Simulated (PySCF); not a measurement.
Spectrum to structure. Theory: TDDFT PBE0/def2-SVPD, vertical, gas phase, core orbitals frozen in the response (PySCF 2.14.0, density-fitted response routines). Geometries: PBE0-D3(BJ)/def2-SVP, one conformer each. Relativistic effects are left out although some hold elements past zinc.

| state | E (eV) | f | main configurations (H = HOMO, L = LUMO) |
| --- | --- | --- | --- |
| S1 | 4.16 | 0.0015 | H→L (91%) |
| S2 | 4.97 | 0.099 | H→L+1 (89%) |
| S3 | 5.37 | 0.024 | H→L+2 (97%) |
| S4 | 5.62 | 0.014 | H→L+3 (96%) |
| S5 | 6.05 | 0.031 | H→L+4 (99%) |
| S6 | 6.16 | 0.0031 | H→L+5 (96%) |
| S7 | 6.47 | 0.018 | H→L+6 (98%) |
| S8 | 6.86 | 0.0032 | H→L+7 (82%), H-1→L (16%) |
| S9 | 6.90 | 0.012 | H-1→L (47%), H→L+8 (35%), H→L+7 (13%) |
| S10 | 6.93 | 0.019 | H→L+8 (62%), H-1→L (31%) |

**Question.** Which candidate is it? All have the formula C4H6Se.
A. `C#CC[Se]C`
B. `C1=C[Se]CC1`
C. `CC#CC[SeH]`
D. `[Se]=CC1CC1`

**Answer.** B. Its S1 lies at 4.16 eV; the nearest of the others has S1 at 4.49 eV. S1 is HOMO→LUMO (91%). Löwdin shares by element: HOMO selenium 54%, carbon 36% or more; LUMO selenium 57%, carbon 32% or more. At the same level the other candidates give, for their lowest levels:
- `CC#CC[SeH]`: 4.64 eV (f 0.002); 5.37 eV (f 0.052); 5.71 eV (f 0.004); 5.95 eV (f 0.086); 6.28 eV (f 0.009); T1 4.10 eV; HOMO -6.56, LUMO -0.38 eV
- `[Se]=CC1CC1`: 2.19 eV (f 0.000); 4.86 eV (f 0.392); 5.60 eV (f 0.000); 5.63 eV (f 0.035); 5.93 eV (f 0.063); T1 1.73 eV; HOMO -6.06, LUMO -2.25 eV
- `C#CC[Se]C`: 4.49 eV (f 0.003); 5.31 eV (f 0.022); 5.70 eV (f 0.021); 6.05 eV (f 0.004); 6.14 eV (f 0.005); T1 3.96 eV; HOMO -6.27, LUMO -0.29 eV
Triplets come from the Tamm–Dancoff approximation.
